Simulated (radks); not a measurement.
The numbers below are computed, except where a source is named.
Q: The table gives one normalised radial function P(r) = r R(r) of Fe14+ in [Ne] 3s2 (r in bohr). Level of theory: non-relativistic Kohn-Sham, LDA (Slater exchange, Perdew-Wang correlation), spin-polarised, spherical densities, point nucleus (a radial shooting solver on a logarithmic mesh with Libxc functionals).

r,P
0.00424,0.9867
0.005305,1.2008
0.006637,1.4512
0.008303,1.7388
0.01039,2.0609
0.01289,2.3971
0.01613,2.7580
0.02018,3.1077
0.02525,3.4117
0.03158,3.6259
0.03951,3.7011
0.04943,3.5926
0.06185,3.2761
0.07737,2.7642
0.0968,2.1179
0.1211,1.4396
0.1515,0.8435
0.1895,0.4110
0.2371,0.1594
0.2967,0.0465
0.3712,0.0095
0.4606,0.0014
0.5763,0.0001
0.721,0.0000
0.902,0.0000
1.128,0.0000
1.412,0.0000
1.766,0.0000
2.21,0.0000

Which n and l does it have? It may be an empty orbital.

A: n = 1, l = 0: the number of nodes gives n - l - 1 = 0, the rise at small r (about r^(l+1)) gives l, and the extent must fit the shell. The curve is that of 1s. 1s: eigenvalue -7366.1 eV, 0 radial nodes, <r> = 0.0592 bohr, 90 % of the charge inside 0.105 bohr.
